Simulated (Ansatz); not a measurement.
Reaction (atomization): `[OH][Al]([F])[F]` → Al• + 2 F• + H• + O•

Program: Ansatz. Geometries: PBE0-D4/def2-TZVP. ΔE: electronic, gas phase. CCSD(T)/CBS is the MP2 limit (def2-TZVPP, def2-QZVPP) plus CCSD(T) − MP2 in def2-TZVPP, frozen cores. This one scheme is used for every species, atoms too. Functionals use def2-TZVPP. B3LYP here is the variant with VWN-RPA as its local correlation; programs differ in this. Open shells (•) are unrestricted, without spin–orbit coupling. Spin–orbit coupling would lower the free atoms: a little for Al, F, O. Each species was taken in one conformer, which may not be the lowest.

CCSD(T)/CBS gives +22.17 eV.

Task: Another level gave +21.81 eV. Which?
A. CCSD(T)/def2-TZVPP
B. B2PLYP/def2-TZVPP
C. B3LYP-D4/def2-TZVPP
D. ωB97X-V/def2-TZVPP

Result: D. ωB97X-V 21.81, CCSD(T)/def2-TZVPP 21.42, B3LYP-D4 21.61, B2PLYP 21.72 eV.

Task: What do rigid-rotor, harmonic-oscillator terms from PBE0-D4/def2-TZVP frequencies (298.15 K, 1 bar) make of the CCSD(T)/CBS value? (Best estimate.)

Result: Computed: ΔZPE = -0.52 eV, ΔH = +21.81 eV, ΔS = 463 J/(mol·K), ΔG = +20.38 eV. Open shells count their whole term as degenerate.

Largest T1 diagnostic among the species: 0.018.

In def2-TZVPP, CCSD(T) changes the Hartree–Fock value by +5.50 eV (the triples alone add +0.35 eV) and MP2 by +6.63 eV; breaking electron pairs costs correlation energy, which Hartree–Fock lacks. The D4 term adds +0.11 eV with B3LYP and +0.06 eV with PBE0; it sums over pairs of atoms, weighted by their polarisabilities, and B3LYP, whose exchange is more repulsive, gets the larger term. At CCSD(T), def2-SVP lies −1.84 eV from the extrapolated value and def2-TZVPP −0.74 eV: correlation converges slowly with the basis, and small sets miss more of it in the bonded molecule than in its fragments.

For atomizations the MP2-based limit and the directly extrapolated one differ by several kJ/mol either way, and by 10 to 25 for some Ge, Se and Sn compounds, so smaller differences from it don't rank the levels.
